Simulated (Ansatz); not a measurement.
Cartesian coordinates in Å:
```
C 3.0319 -2.0297 -1.5275
C 2.2479 -1.7292 -0.2747
O 1.0667 -1.0272 -0.6427
Sn -0.2796 -0.5857 0.6806
F -0.5972 -2.1781 1.6824
O 0.2422 0.7361 1.9894
C 0.2390 2.1180 1.6462
C 0.5551 2.9124 2.8884
O -1.8707 0.0059 -0.2412
C -2.3628 -0.7055 -1.3723
C -3.4560 0.1152 -2.0090
H 2.4440 -2.6498 -2.2070
H 3.9528 -2.5637 -1.2796
H 3.2954 -1.1055 -2.0456
H 2.8531 -1.1223 0.4117
H 1.9957 -2.6612 0.2461
H -0.7383 2.4144 1.2454
H 0.9888 2.3202 0.8695
H -0.1958 2.7300 3.6593
H 0.5686 3.9815 2.6612
H 1.5318 2.6292 3.2854
H -2.7566 -1.6810 -1.0599
H -1.5576 -0.8897 -2.0944
H -4.2632 0.2950 -1.2963
H -3.8680 -0.4094 -2.8748
H -3.0674 1.0800 -2.3408
```

The species carries charge 0 and has multiplicity 1. Sn: def2 effective core potential.

(1) List the r2SCAN/def2-TZVPP orbital energies in eV (Ansatz). (Estimate.)

Results:

(1) Ansatz gave: Occupied: -665.24, -515.98, -515.97, -515.93, -274.55, -274.52, -274.51, -272.86, -272.85, -272.84, -137.95, -92.83, -92.78, -92.77, -30.19, -28.09, -28.03, -27.33, -27.19, -27.15, -25.91, -25.43, -25.39, -19.59, -19.43, -19.42, -15.91, -15.79, -15.76, -13.83, -12.34, -12.26, -12.05, -12.00, -11.94, -11.06, -10.51, -10.43, -10.38, -9.78, -9.73, -9.69, -9.43, -9.39, -9.29, -9.28, -9.23, -8.21, -7.58, -7.49, -7.01, -6.87, -6.84. Lowest empty: -2.42, 0.44, 0.73, 0.90, 1.45, 1.72, 1.85, 2.60.
